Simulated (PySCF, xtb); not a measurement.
In(Cl)2(vinyl) (C₂H₃Cl₂In), SMILES C=[CH][In]([Cl])[Cl].

xtb with GFN2-xTB at its own geometry gives an orbital gap of 3.25 eV and a dipole moment of 4.19 D.

Geometry: B3LYP-D3(BJ)/def2-SVP. The structure was generated by enumeration; whether it is a known compound was not checked. The def2 effective core potentials stand for the cores of In; spin–orbit coupling is left out. One conformer was computed; it need not be the lowest.

What does ωB97X/def2-TZVP run with PySCF give? (The exact figures need the calculation; the answer reports its results.)

gap 10.69 eV (levels -10.87 and -0.18 eV), dipole 3.90 D.
